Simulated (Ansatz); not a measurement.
One change: `BO[SiH](C)F` becomes `BO[SiH](F)C=C`.

Ansatz, PBE0-D4/def2-TZVP geometries, multiplicity 1. Each molecule was computed in one conformer, which needn't be the lowest.

| property | `BO[SiH](C)F` |
| --- | --- |
| LUMO energy (PBE0/def2-TZVPP) / eV | -0.72 |
| HOMO energy (ωB97M-V/def2-TZVPP) / eV | -10.91 |
| LUMO energy (ωB97M-V/def2-TZVPP) / eV | 1.16 |
| size of the dipole moment (PBE/def2-TZVPP) / D | 1.88 |
| HOMO–LUMO gap (ωB97M-V/def2-TZVPP) / eV | 12.07 |
| LUMO energy (B3LYP/def2-TZVPP) / eV | -0.98 |

Task: What does the change do to each property? (Estimate.)

Result: Ansatz gave: 
| property | `BO[SiH](F)C=C` | shift |
| --- | --- | --- |
| LUMO energy (PBE0/def2-TZVPP) / eV | -1.05 | -0.33 |
| HOMO energy (ωB97M-V/def2-TZVPP) / eV | -10.88 | 0.03 |
| LUMO energy (ωB97M-V/def2-TZVPP) / eV | 1.01 | -0.15 |
| size of the dipole moment (PBE/def2-TZVPP) / D | 2.11 | 0.23 |
| HOMO–LUMO gap (ωB97M-V/def2-TZVPP) / eV | 11.89 | -0.18 |
| LUMO energy (B3LYP/def2-TZVPP) / eV | -1.27 | -0.29 |

Dipoles are sizes alone; their direction can turn.

B3LYP here is the variant with VWN-RPA as its local correlation; programs differ in this.
